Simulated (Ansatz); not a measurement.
Ideal-gas functions of `[CH3][K]` at 800 K and 1 bar, from an Ansatz frequency run at PBE0-D4/def2-TZVP.

Molar mass 54.13 g/mol, point group C3v (symmetry number 3), electronic degeneracy 1, moments of inertia 3.148, 84.529, 84.529 u Å². Harmonic wavenumbers (cm⁻¹, unscaled): 304, 342, 342, 984, 1434, 1434, 2984, 3070, 3070.

Use S(trans) = R[1.5 ln M + 2.5 ln T − 1.1517]; rotational temperatures θ = 24.2544 K / I; S(rot) = R[ln(√π/σ · √(T³/θAθBθC)) + 1.5]; for each mode x = 1.438777 ν̃/T, S = R[x/(eˣ − 1) − ln(1 − e⁻ˣ)] and H = RT x/(eˣ − 1); 1 cm⁻¹ = 0.0119627 kJ/mol; R = 8.31446 J/(mol·K).

Task: By hand: the entropy, in J/(mol·K).

Result: Translation 179.2. Rotation: θ = 7.7047, 0.2869, 0.2869 K, giving 93.4. Vibration, mode by mode: 13.44, 12.49, 12.49, 4.58, 2.42, 2.42, 0.25, 0.22, 0.22, in all 48.5. Electronic 0.0. Sum 321.1 J/(mol·K).

Task: By hand: H − E and G − E in kJ/mol, counted from the electronic energy.

Result: Zero-point energy ½ × 13964 × 0.0119627 = 83.5; thermal vibration 20.3; translation, rotation and pV give 4 RT = 26.6. H − E = 130.4 kJ/mol, and G − E = 130.4 − 800 × 321.1/1000 = -126.5 kJ/mol.

Vibration gives 15 % of the entropy.
